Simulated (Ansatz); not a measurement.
Total energies of MoI4 from Ansatz at PBE0-D4/def2-TZVP, gas phase (1 Eh = 27.2114 eV = 2625.5 kJ/mol). The reference geometry is relaxed at r2SCAN-D4/def2-SVP.

Cartesian coordinates in Å:
```
Mo 0.000 0.000 0.000
I 1.841 0.382 1.779
I -1.214 -2.235 0.481
I 1.078 -0.093 -2.352
I -1.705 1.946 0.092
```

| state | geometry | energy (Eh) |
| --- | --- | --- |
| charge 0 triplet | reference | -1259.28719 |
| charge 1 doublet | reference | -1258.98896 |
| free Mo atom (septet) | – | -68.10433 |
| free I atom (doublet) | – | -297.69312 |

In the def2 sets I, Mo take a core potential; there is no spin–orbit coupling.

(1) Work out the vertical ionisation energy to the doublet.

(2) What is the binding energy per atom against free atoms?

(1) E(charge 1 doublet) − E(charge 0 triplet) = -1258.98896 − (-1259.28719) = 0.29823 Eh = 8.12 eV. For comparison, −ε of the highest occupied level of the spin that leaves is 6.80 eV at this level, 1.32 eV less.

(2) Atoms: 1 × (-68.10433) + 4 × (-297.69312) = -1258.87681 Eh. Binding: -1258.87681 − (-1259.28719) = 0.41038 Eh = 11.17 eV, or 2.23 eV for each of 5 atoms (no zero-point energy, no counterpoise term).

 The singlet lies 1.07 eV above the triplet at this level but is left out (at the level of its geometry, an occupied level 0.35 eV above an empty one).
